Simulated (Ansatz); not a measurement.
C2H4BClO, SMILES `ClC1CBO1`. Total charge 0; spin multiplicity 1.

Cartesian coordinates in Å:
```
Cl -0.8928 -1.7067 -1.3954
C -0.2014 -0.8675 0.0015
C 0.7068 0.3252 -0.2941
B -0.4120 1.0362 0.5602
O -1.1878 -0.0875 0.6896
H 0.1967 -1.6374 0.6610
H 0.7362 0.5919 -1.3503
H 1.7242 0.2497 0.0893
H -0.6699 2.0961 1.0382
```

Question: What are the harmonic wavenumbers in cm⁻¹ at PBE0-D4/def2-TZVP (Ansatz, finite differences of forces, unscaled)? (Best estimate.)

Answer: Computed: 162, 325, 404, 572, 696, 818, 861, 960, 974, 1000, 1075, 1124, 1165, 1226, 1300, 1352, 1426, 2681, 3108, 3129, 3164.

Question: Is this a minimum?

Answer: Yes, all 21 modes are real.

Question: Give the ideal-gas thermochemistry at 298.15 K and 1 bar (rigid rotor, harmonic oscillator; point group C1, symmetry number 1).

Answer: Zero-point energy 164.6 kJ/mol; H(298) − E = 179.7 kJ/mol; entropy 300.3 J/(mol·K), of which translation 165.0, rotation 108.0, vibration 27.2; G(298) − E = 90.2 kJ/mol.

Question: And at 400, 500, 600, 800 and 1000 K?

Answer: 
| T (K) | H − E (kJ/mol) | S (J/mol/K) | G − E (kJ/mol) |
| --- | --- | --- | --- |
| 400 | 188.7 | 326.1 | 58.3 |
| 500 | 199.5 | 350.1 | 24.5 |
| 600 | 211.8 | 372.5 | -11.7 |
| 800 | 239.8 | 412.6 | -90.3 |
| 1000 | 271.1 | 447.5 | -176.4 |
